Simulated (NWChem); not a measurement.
A series in which one site is exchanged, each optimised at B3LYP/6-31G* with NWChem, gas phase unless a solvent is named. Pople sets run with spherical d functions. This build's default masses of Se (78.918 u) and Br (79.917 u) are each other's, which moves their modes by up to 0.6 %.

A: [F][GaH][F] (GaHF₂; site = H)
B: [F][Ga]([F])[F] (GaF3; site = F)
C: [F][Ga]([F])[Cl] (GaClF$_{2}$; site = Cl)
D: [F][Ga]([F])[Br] (GaBrF2; site = Br)

**Question.** Rank them by vertical ionisation energy, ΔSCF, B3LYP/def2-SVP (eV), lowest first.

**Answer.** D (11.91), C (12.62), A (12.84), B (14.09)
